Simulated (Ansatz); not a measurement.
Four-centre ligand exchange

Start structure (Si2H7ClO, singlet), relaxed at PBE0-D4/def2-TZVP:

```xyz
11
angstrom
Si -1.0469 0.8917 -0.8011
H -0.0267 1.9367 -1.1121
O -0.3089 -0.5467 -0.6196
Si 0.2614 -1.7024 0.3929
H -1.9967 0.8166 -1.9368
H -1.7601 1.2869 0.4407
H 1.5224 1.9543 0.2462
Cl 2.0742 1.5343 1.3260
H -0.0812 -1.3679 1.7990
H 1.7321 -1.8086 0.2396
H -0.3697 -2.9949 0.0251
```

The step: Si₂H₆O ([SiH3][O][SiH3]) + HCl → Si₂H₅ClO ([SiH3][O][SiH2][Cl]) + H₂; bonds formed: Si1–Cl8, H2–H7; bonds broken: Si1–H2, H7–Cl8. Computed with Ansatz 0.2.0 (basis: def2-TZVPP and def2-QZVPP); correlated methods freeze the cores. Extrapolation: Hartree–Fock as exp(−7.88 √X), correlation as X^−2.97. Energies below are by CCSD(T) at an estimated basis limit (MP2 extrapolated from triple and quadruple zeta, plus CCSD(T) − MP2 in triple zeta).

Q: What are the electronic barrier and the energy of the step, from the start structure to the end structure? (An estimate is asked for; the value comes from the calculation.)

A: By the calculation: Barrier 142.3 kJ/mol; step energy -87.2 kJ/mol (downhill); reverse barrier, their difference, 229.5 kJ/mol. Barrier and step energy count from the start structure, the reverse barrier from the end structure.

The saddle point: One imaginary mode of 764i cm⁻¹.
```json
{"pair": "Si1–Cl8", "start (Å)": "3.83", "saddle (Å)": "2.56", "end (Å)": "2.05"}
{"pair": "H2–H7", "start (Å)": "2.06", "saddle (Å)": "0.89", "end (Å)": "0.75"}
{"pair": "Si1–H2", "start (Å)": "1.49", "saddle (Å)": "1.72", "end (Å)": "3.66"}
{"pair": "H7–Cl8", "start (Å)": "1.28", "saddle (Å)": "1.73", "end (Å)": "3.21"}
```

Zero-point energy (harmonic, PBE0-D4): ZPE is 165.3 kJ/mol at the start and 166.8 kJ/mol at the saddle, so the barrier goes from 142.3 to 143.8 kJ/mol.

No T1 diagnostic of these runs exceeds 0.013.

Labels in which every atom is bracketed show which atoms are joined, not bond orders.

For scale, one of the runs: CCSD(T)/def2-TZVPP, 255 basis functions, launched by `ansatz run in.yaml --threads 4 --pin off --events-out ev --progress --plain --max-ram 9574MiB`. The run took 3.1 min on 4 CPU threads of an AMD EPYC (shared host), with 5.2 GiB of host memory at its peak.
